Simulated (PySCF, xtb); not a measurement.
Al(F)(H)(NCO) (CHAlFNO), SMILES O=C=[N][AlH][F]. The values are those of a single conformer.

Harmonic wavenumbers (cm⁻¹) from GFN2-xTB (xtb) at its own minimum, in rising order: 66, 93, 186, 477, 521, 528, 530, 620, 825, 1485, 2018, 2484.

**Question.** What does B3LYP-D3(BJ)/def2-SVP in PySCF 2.14.0 give at its own minimum? (An estimate is asked for; the answer gives what the named calculation found.)

**Answer.** 76, 120, 265, 501, 571, 628, 641, 687, 885, 1511, 2040, 2425. Paired by order, the mean absolute difference is 53 cm⁻¹ and the zero-point energies are 14.1 and 14.8 kcal/mol.
